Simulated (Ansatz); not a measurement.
Start from `[AlH2][SiH2]Cl` and change one atom or group to get `Cl[SiH2][SeH]`.

Ansatz, PBE0-D4/def2-TZVP geometries, multiplicity 1. Each molecule was computed in one conformer, which needn't be the lowest.

Scalar relativity is left out up to krypton.

```
                                      property  `[AlH2][SiH2]Cl`
         LUMO energy (ωB97M-V/def2-TZVPP) / eV             -0.67
         HOMO energy (ωB97M-V/def2-TZVPP) / eV             -9.55
zero-point energy (PBE0-D4/def2-TZVP) / kJ/mol              83.0
       HOMO–LUMO gap (ωB97M-V/def2-TZVPP) / eV              8.89
            LUMO energy (PBE0/def2-TZVPP) / eV             -2.33
            HOMO energy (PBE0/def2-TZVPP) / eV             -7.57
```

(1) What does the change do to each property? (Best estimate.)

## Answers

(1) The calculation gave: 
| property | `Cl[SiH2][SeH]` | shift |
| --- | --- | --- |
| LUMO energy (ωB97M-V/def2-TZVPP) / eV | 1.49 | 2.16 |
| HOMO energy (ωB97M-V/def2-TZVPP) / eV | -9.50 | 0.05 |
| zero-point energy (PBE0-D4/def2-TZVP) / kJ/mol | 70.4 | -12.6 |
| HOMO–LUMO gap (ωB97M-V/def2-TZVPP) / eV | 10.99 | 2.10 |
| LUMO energy (PBE0/def2-TZVPP) / eV | -0.37 | 1.96 |
| HOMO energy (PBE0/def2-TZVPP) / eV | -7.34 | 0.23 |

With PBE0 the HOMO rises by 0.23 eV and the LUMO rises by 1.96 eV, so the gap widens by about 1.73 eV. PBE moves the HOMO by 0.29 eV and ωB97M-V by 0.05 eV. The zero-point energy changes by -12.6 kJ/mol with -3 modes.

Spin–orbit coupling is left out; it splits and shifts lone-pair levels of the heavy atoms by tenths of an eV.
